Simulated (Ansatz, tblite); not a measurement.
Cost and result up the ladder for KPbBr3 (the lowest singlet isomer of a short search) (5 atoms). The state is a singlet with charge 0. Geometry: B3LYP-D4/def2-SVP.

```csv
atom,x (Å),y (Å),z (Å)
K1,-0.057,-2.031,0.480
Pb2,0.046,1.647,-0.389
Br3,1.807,0.414,1.397
Br4,-2.158,0.377,0.769
Br5,0.361,-0.408,-2.256
```

Ansatz on 4 threads of Intel Xeon Platinum 8259CL on a shared host; xTB runs through tblite on one thread. Times are rough, summed over both states, and most runs start from the orbitals of an earlier one. B2PLYP/def2-TZVP serves as the yardstick here, not as an exact answer. The other state is a quintet at its own geometry, which has other bonds, so the gap mixes isomer and spin.

In the def2 sets Pb takes a core potential; there is no spin–orbit coupling. The xTB rows come from tblite. LC-ωPBE has ω = 0.4 bohr⁻¹. Correlated methods freeze 36 core orbitals; core or outer-core shells of K, Pb, Br are correlated, in sets that lack core-valence functions. In the quintet, Br3 and Br4 lie 2.94 Å apart, Br4 and Br5 lie 2.94 Å apart (atoms count from 1), so these atoms are partly bonded to each other. At PBE0-D4/def2-TZVP a singlet of charge 0 lies 6.22 eV below the quintet, each at its own geometry. The structure comes from a short search, and lower isomers may exist.

Correlated methods converge slowly with the basis.

xTB has no spin-polarisation term.

```
                         level  functions  wall time
                      GFN1-xTB         35     0.02 s
                      GFN2-xTB         35    0.022 s
PBE-D4/def2-TZVP (with forces)        227       18 s
           r2SCAN-D4/def2-TZVP        227       32 s
             LC-ωPBE/def2-TZVP        227       38 s
             PBE0-D4/def2-TZVP        227       41 s
                 MP2/def2-TZVP        227       51 s
              B2PLYP/def2-TZVP        227       58 s
```

**Question.** Estimate what each level gives for the quintet − singlet (eV).

**Answer.** 
```json
{"level": "GFN1-xTB", "quintet − singlet (eV)": "7.85", "difference from B2PLYP/def2-TZVP (eV)": "1.48"}
{"level": "GFN2-xTB", "quintet − singlet (eV)": "7.29", "difference from B2PLYP/def2-TZVP (eV)": "0.92"}
{"level": "PBE-D4/def2-TZVP (with forces)", "quintet − singlet (eV)": "6.05", "difference from B2PLYP/def2-TZVP (eV)": "-0.32"}
{"level": "r2SCAN-D4/def2-TZVP", "quintet − singlet (eV)": "6.16", "difference from B2PLYP/def2-TZVP (eV)": "-0.21"}
{"level": "LC-ωPBE/def2-TZVP", "quintet − singlet (eV)": "6.34", "difference from B2PLYP/def2-TZVP (eV)": "-0.03"}
{"level": "PBE0-D4/def2-TZVP", "quintet − singlet (eV)": "6.21", "difference from B2PLYP/def2-TZVP (eV)": "-0.16"}
{"level": "MP2/def2-TZVP", "quintet − singlet (eV)": "6.81", "difference from B2PLYP/def2-TZVP (eV)": "0.44"}
{"level": "B2PLYP/def2-TZVP", "quintet − singlet (eV)": "6.37", "difference from B2PLYP/def2-TZVP (eV)": "0.00"}
```
